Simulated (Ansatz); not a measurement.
Input:

```yaml
crystal:
  periodic: [false, false, false]
  atoms:
    - { symbol: C, position_ang: [0.0276, -2.0199, -0.1969] }
    - { symbol: Si, position_ang: [0.8259, -0.3359, -0.2985] }
    - { symbol: C, position_ang: [1.5878, -0.0467, -1.9507] }
    - { symbol: F, position_ang: [0.7534, -0.1621, -2.9168] }
    - { symbol: Si, position_ang: [-0.7016, 1.3469, 0.0341] }
    - { symbol: Si, position_ang: [-1.4738, 1.1172, 2.1985] }
    - { symbol: H, position_ang: [-0.4421, -2.1409, 0.7793] }
    - { symbol: H, position_ang: [-0.7768, -2.0377, -0.964] }
    - { symbol: H, position_ang: [0.6915, -2.7723, -0.3486] }
    - { symbol: H, position_ang: [1.8668, -0.2638, 0.7953] }
    - { symbol: H, position_ang: [2.3934, -0.7833, -2.1212] }
    - { symbol: H, position_ang: [2.0804, 0.957, -2.0074] }
    - { symbol: H, position_ang: [-0.0841, 2.7026, -0.1341] }
    - { symbol: H, position_ang: [-1.8478, 1.2692, -0.9104] }
    - { symbol: H, position_ang: [-2.4865, 2.1268, 2.5278] }
    - { symbol: H, position_ang: [-2.0931, -0.2028, 2.3856] }
    - { symbol: H, position_ang: [-0.3401, 1.2452, 3.1681] }
basis:
  gaussian: { orbitals: STO-3G }
hamiltonian:
  xc: pbe
  dispersion: d4
relax:
  f_tol: 0.015
  max_steps: 40
```

Run as:

```bash
$ ansatz run input.yaml --threads 1 --pin off --max-ram 2048MiB --backend cpu --events-out ev --progress --plain --runs-dir out
```

Hardware: 1 thread of Intel(R) Xeon(R) 6975P-C (Granite Rapids), on a shared host.

Q: Roughly how long does this run take, and how much memory?

A: 53 s, with a peak of 0.15 GiB, for 21 ionic steps.
